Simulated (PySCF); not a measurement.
Some computed properties have been withheld. Give your best values.

Species: CF3CH2CN, C₃H₂F₃N.
InChI=1S/C3H2F3N/c4-3(5,6)1-2-7/h1H2

Conformer (atom-mapped SMILES and torsion angles): `[N:1]#[C:2][CH2:3][C:4]([F:5])([F:6])[F:7]`: C2–C3–C4–F5 61°.

| property | level | value |
| --- | --- | --- |
| point group | PBE0-D3(BJ)/def2-TZVP | ? |
| rotational constants A, B, C | PBE0-D3(BJ)/def2-TZVP | ? |
| dipole moment | B97-2/pcSseg-2 | ? |
| HOMO energy | B97-2/pcSseg-2 | -9.84 eV |
| LUMO energy | B97-2/pcSseg-2 | -0.17 eV |
| 13C chemical shifts (computed TMS as zero) by class | GIAO B97-2/pcSseg-2 | 133.5 (1 C), 116.8 (1 C), 26.9 (1 C) ppm |
| 1H chemical shifts (computed TMS as zero) by class | GIAO B97-2/pcSseg-2 | ? |
| isotropic shieldings of nuclei other than C and H, by class | GIAO B97-2/pcSseg-2 | ? |

Gas-phase values; electronic properties from PySCF, density fitting. Isolated species at its PBE0-D3(BJ)/def2-TZVP geometry, gas phase. NMR classes are plain means over equivalent atoms (diastereotopic ones count apart unless rotation or inversion swaps them), as if these changed places fast; in this geometry the members of some classes differ.

Q: Give the isotropic shieldings of nuclei other than C and H, by class.

A: -41 (1 N), 253 (3 F) ppm.

Q: The 1H chemical shifts (computed TMS as zero) by class?

A: 2.91 (2 H) ppm.

Q: The point group?

A: Cs.

Q: Give the rotational constants A, B, C.

A: 5.257, 1.790, 1.760 GHz.

Q: Give the dipole moment.

A: 3.31 D.

The rotational constants make it an asymmetric top with κ = (2B − A − C)/(A − C) = -0.98, nearer the prolate limit (−1). With B = h/(8π²I), that is 505.379 GHz u Å² over I, the principal moments of inertia are 96.1, 282.4 and 287.1 u Å² (most abundant isotopes). The dipole equals about 11.0 × 10⁻³⁰ C·m (1 D = 3.33564 × 10⁻³⁰ C·m).
